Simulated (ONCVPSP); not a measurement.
**Reading a pseudo-wave (N (Z = 7))**

Columns: radius, all-electron u(r) and pseudo u(r) of the 2s shell (level -19.03 eV) of nitrogen in the configuration [He] 2s1 2p4; PBE, scalar-relativistic, ONCV scheme, ONCVPSP 4.0.1.

```tsv
r (bohr)	all-electron	pseudo
0.115	-0.3883	0.0654
0.230	-0.2273	0.1577
0.345	0.0711	0.2875
0.460	0.3569	0.4456
0.575	0.5827	0.6076
0.690	0.7412	0.7450
0.805	0.8384	0.8385
0.920	0.8860	0.8859
1.035	0.8957	0.8957
1.150	0.8784	0.8784
1.265	0.8427	0.8426
1.380	0.7952	0.7952
1.495	0.7411	0.7411
1.610	0.6840	0.6840
1.725	0.6263	0.6263
1.840	0.5700	0.5699
1.955	0.5160	0.5160
2.070	0.4651	0.4651
2.185	0.4178	0.4178
2.300	0.3742	0.3742
2.415	0.3343	0.3342
2.530	0.2980	0.2979
2.645	0.2651	0.2651
2.760	0.2355	0.2355
2.875	0.2089	0.2089
2.990	0.1851	0.1851
```

(1) How many radial nodes do the two functions have?

(2) At about which radius was the pseudo-wave matched?

(3) Where does each function peak?

(4) Is the pseudo-wave norm-conserving?

## Answers

(1) The all-electron 2s function has n − l − 1 = 1; the pseudo-wave has 0, since the states of the same l below it are removed with the core.

(2) 0.90 bohr, where the columns begin to agree (steps of 0.12 bohr).

(3) Outermost all-electron maximum near 1.03 bohr, pseudo maximum near 1.03 bohr (to the table’s step).

(4) Yes: the ONCV scheme keeps the norm inside the radius equal to the all-electron one, which fixes the energy derivative of the logarithmic derivative at the level.
